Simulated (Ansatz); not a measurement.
Gas-phase reaction in SMILES: [CH2][GeH]([CH3])[CH3] -> [CH2-][GeH]([CH3])[CH3] (an electron is taken up)
Each molecule is optimised on its own at B3LYP-D3(BJ)/def2-TZVP (Ansatz, a first-principles code), one conformer each, not searched for the lowest.
Geometry of the first species:
SMILES: [CH2][GeH]([CH3])[CH3]
```xyz
13

C      1.7644    -0.2080    -0.6727
Ge     0.0895     0.0467     0.2605
C     -0.8971     1.5801    -0.4958
C     -1.0092    -1.5772     0.0980
H      2.6758     0.3051    -0.3893
H      1.8469    -0.8550    -1.5389
H      0.3921     0.3411     1.7489
H     -1.1232     1.3961    -1.5462
H     -1.8329     1.7247     0.0452
H     -0.3041     2.4911    -0.4211
H     -0.5003    -2.4327     0.5409
H     -1.9662    -1.4408     0.6020
H     -1.2001    -1.7924    -0.9542
```
Charge 0, spin multiplicity 2.

Wanted: adiabatic electron affinity (electronic energy difference), positive where the reaction releases energy, in eV. Valence correlation only, unless marked. UHF or UKS for open shells. No spin-orbit coupling. Frozen are the shells of the preceding noble gas and the d and f shells that filled before the atom's block. No relativistic terms. Anions need diffuse functions: aug- sets have them; def2-D sets add few; the other sets have none. CBS marks a two-point X^-3 extrapolation of the correlation energy; Hartree-Fock from the larger set. [CCSD(T)-MP2]/basis is that difference in the basis named.

```csv
level,program,adiabatic electron affinity (eV),minus last row
revPBE-D4/def2-TZVPD,Ansatz + dftd4,0.86,0.00
r2SCAN/def2-TZVPD,Ansatz,0.56,-0.30
B3LYP-D4/def2-TZVPD,Ansatz + dftd4,0.81,-0.05
B3LYP/def2-TZVPD,Ansatz,0.74,-0.12
PBE0/def2-TZVP,Ansatz,0.51,-0.35
BHLYP-D4/def2-TZVPD,Ansatz + dftd4,0.43,-0.43
CAM-B3LYP-D4/def2-TZVPD,Ansatz + dftd4,0.69,-0.17
LC-wPBE/def2-TZVPD,Ansatz,0.51,-0.35
B2GP-PLYP/def2-TZVPD,Ansatz,0.67,-0.19
"RI-MP2/CBS(aug-cc-pVTZ,aug-cc-pVQZ)",Ansatz,0.96,0.10
SCS-MP2/STO-3G,Ansatz,-5.61,-6.47
SCS-MP2/6-31G,Ansatz,-0.52,-1.38
SCS-MP2/6-31G*,Ansatz,-0.30,-1.16
CCSD/6-31G,Ansatz,-0.58,-1.44
CCSD/6-31G*,Ansatz,-0.39,-1.25
CCSD/aug-cc-pVDZ,Ansatz,0.58,-0.28
CCSD/aug-cc-pVTZ,Ansatz,0.64,-0.22
CCSD/cc-pVQZ,Ansatz,0.55,-0.31
CCSD(T)/aug-cc-pVDZ,Ansatz,0.72,-0.14
CCSD(T)/cc-pVDZ,Ansatz,0.07,-0.79
"RI-MP2/CBS(aug-cc-pVTZ,aug-cc-pVQZ)+[CCSD(T)-MP2]/aug-cc-pVTZ",Ansatz,0.86,0.00
```
